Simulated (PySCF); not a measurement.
Compound: C8H16Si.
Numbering: `[CH2:1]=[CH:2][C@H:3]1[CH2:4][Si@@H:5]([CH2:6][CH2:7][CH3:8])[CH2:9]1` (hydrogens: H10, H11 on C1; H12 on C2; H13 on C3; H14, H15 on C4; H16 on Si5; H17, H18 on C6; H19, H20 on C7; H21, H22, H23 on C8; H24, H25 on C9)

Torsions of this conformer, `[CH2:1]=[CH:2][C@H:3]1[CH2:4][Si@@H:5]([CH2:6][CH2:7][CH3:8])[CH2:9]1`: C1–C2–C3–C4 122°, C4–Si5–C6–C7 165°, Si5–C6–C7–C8 180°.

The closed-shell ground state was solved at several levels (PySCF, density fitting, gas phase, non-relativistic). Geometry: PBE0-D3(BJ)/def2-SVP, one conformer, isolated molecule.

```
        level  basis functions  HOMO (eV)  LUMO (eV)  gap (eV)  dipole (D)
PBE0/pcSseg-1              240      -7.17       0.21      7.38        0.96
 KT2/pcSseg-1              240      -6.07      -0.83      5.24        0.89
```

Task: Estimate the row for wB97X-D/def2-SVPD, a basis of 312 functions; the other rows only guide the guess.

Result: HOMO -9.02 eV, LUMO 1.88 eV, gap 10.90 eV, dipole 0.96 D.

Task: Over all these levels, which gives the widest orbital gap and which the narrowest?

Result: wB97X-D/def2-SVPD (range-separated hybrid) has the widest, 10.90 eV, and KT2/pcSseg-1 (GGA) the narrowest, 5.24 eV. Functional and basis both differ between the two, so the spread mixes both effects.

Task: How far do the dipole and the HOMO energy spread over the levels?

Result: The dipole runs from 0.89 to 0.96 D (mean 0.94 D) and the HOMO from -9.02 to -6.07 eV.
